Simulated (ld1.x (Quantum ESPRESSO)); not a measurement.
**Cutoff test, antimony (Sb), TM**

ld1.x (Quantum ESPRESSO) 7.5 input, shortened:

```
&input
   title='Sb', zed=51., rel=1, dft='REVPBE', iswitch=3,
   config='[Kr] 4d10 5s1 5p4'
 /
 &inputp
   pseudotype=2, tm=.true., lloc=2,
   nlcc=.false.
 /
3
5S  1  0   1.00   0.00  1.40  1.40  0.0
4P  2  1   6.00   0.00  0.80  0.80  0.0
4D  3  2  10.00   0.00  1.05  1.05  0.0
 &test
   configts(1)='4p6 4d10 5s1 5p4'
 /
```

Occupied shells without a wave of their own: 5p. They enter only through the test configuration that unscreens the potential.

The pseudo-atom Hamiltonian at the reference potential is diagonalised in spherical Bessel functions j_l(qr) that vanish at 20 bohr, with q² up to the cutoff. All-electron valence levels (Ry): 5s -0.9964, 4p -7.5888, 5p -0.3943, 4d -2.5642.

Question: How do the lowest levels (Ry) of each channel move with the cutoff, and are there ghosts?

Answer:

| cutoff (Ry) | s #1 | s #2 | p #1 | p #2 | d #1 | d #2 | f #1 | f #2 | Σ f·Δε (mRy) |
| --- | --- | --- | --- | --- | --- | --- | --- | --- | --- |
| 8 | -1.1232 | -0.0479 | -3.5758 | -0.0996 | -0.1193 | 0.0619 | 0.1070 | 0.2247 | 49847.2 |
| 25 | -6.7973 | -0.8851 | -7.2079 | -0.3496 | -1.3290 | 0.0498 | 0.1070 | 0.2247 | 14942.5 |
| 50 | -10.3594 | -0.9926 | -7.4397 | -0.3883 | -2.3735 | 0.0462 | 0.1070 | 0.2246 | 2844.2 |
| 100 | -10.4790 | -0.9944 | -7.5748 | -0.3964 | -2.5626 | 0.0455 | 0.1070 | 0.2246 | 108.1 |
| 180 | -10.4870 | -0.9961 | -7.5849 | -0.3973 | -2.5642 | 0.0455 | 0.1070 | 0.2246 | 27.0 |
| 400 | -10.4879 | -0.9963 | -7.5890 | -0.3977 | -2.5642 | 0.0455 | 0.1070 | 0.2246 | 0.0 |

Result: ghost state, extra bound levels that the all-electron valence spectrum of the same l lacks: s at -142.7 eV (a true bound ghost makes a file unfit for plane-wave use); 10 mRy is reached at 230 Ry and 1 mRy at over 300 Ry.

Its largest configuration-test error is -433 meV.
